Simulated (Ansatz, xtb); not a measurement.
Isomers of H3B3. Gas-phase values, no solvent. One relaxed conformer stands for each flexible species; it need not be the lowest. Strings in code marks are SMILES.

Quantity: electronic energy of isomers of H3B3 relative to `B1BB1`, in kcal/mol. The DFT solution of `B=BB` is unstable or spin-contaminated; the geometry comes from it.

Level 1: PBE/cc-pVTZ // PBE0-D3(BJ)/def2-TZVP (Ansatz, a program for electronic structure)
Level 2: PBE0/cc-pVTZ // PBE0-D3(BJ)/def2-TZVP (Ansatz)
Level 3: r2SCAN/cc-pVTZ // PBE0-D3(BJ)/def2-TZVP (Ansatz)
Level 4: GFN2-xTB (xtb)

```json
[
 {"species": "`B=BB`", "level 2": "22.3", "level 3": "23.1", "level 4": "7.11"}
]
```

Problem. What does level 1 give for each?

Solution. 
- `B=BB`: 23.7
